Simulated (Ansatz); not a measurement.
A single point on `O/C([SiH3])=C\Cl`.

```yaml
crystal:
  periodic: [false, false, false]
  atoms:
    - {symbol: O, position_ang: [-1.619544, -0.096701, 0.511776]}
    - {symbol: C, position_ang: [-0.355643, 0.152358, 0.109369]}
    - {symbol: Si, position_ang: [0.714956, -1.359875, -0.180242]}
    - {symbol: C, position_ang: [0.134161, 1.379303, -0.080207]}
    - {symbol: Cl, position_ang: [-0.847513, 2.777951, 0.184832]}
    - {symbol: H, position_ang: [-2.077634, 0.749353, 0.629715]}
    - {symbol: H, position_ang: [2.050311, -0.878541, -0.612213]}
    - {symbol: H, position_ang: [0.109322, -2.212921, -1.233199]}
    - {symbol: H, position_ang: [0.831064, -2.143972, 1.074708]}
    - {symbol: H, position_ang: [1.143621, 1.581746, -0.401641]}
basis:
  gaussian: {orbitals: def2-QZVPP}
correlation: {method: mp2}
```

```sh
$ ansatz run in.yaml --threads 4 --pin off --events-out ev --progress --plain --max-ram 10444MiB
```

It prints (some lines left out):

```
Functional definition: HF
2758 factors; integrals over basis functions are off by at most 8.7e-4 eV
mean field evaluation 1: about -24542.1447 eV, gradient 3.3e1 eV
mean field evaluation 2: about -24542.3334 eV, gradient 3.3e1 eV
mean field evaluation 4: about -24545.3315 eV, gradient 4.8e0 eV
mean field evaluation 8: about -24545.4108 eV, gradient 3.9e-1 eV
mean field -24545.41166777 eV, -902.0272413129 hartree, gradient 7.3e-6 eV, S^2 0.000000; 0 other end points of the search recorded, 0 dependent functions left out
13 core orbitals not correlated: weight in the atoms' cores, before any rotation towards them, 1.000 or more for the frozen orbitals, at most 0.000 for the correlated occupied ones
reference -24545.41166777 eV, -902.0272413129 hartree; 15, 15 occupied and 433, 433 virtual orbitals, 2758 factors
second order -25.67012285 eV of doubles, -0.00000000 eV of singles
Total energy: -24571.08179062 eV, -902.9706009280 hartree
```

Run time 9 s (4 threads of an AMD EPYC 9R45 on a shared host); peak host memory 2.7 GiB.
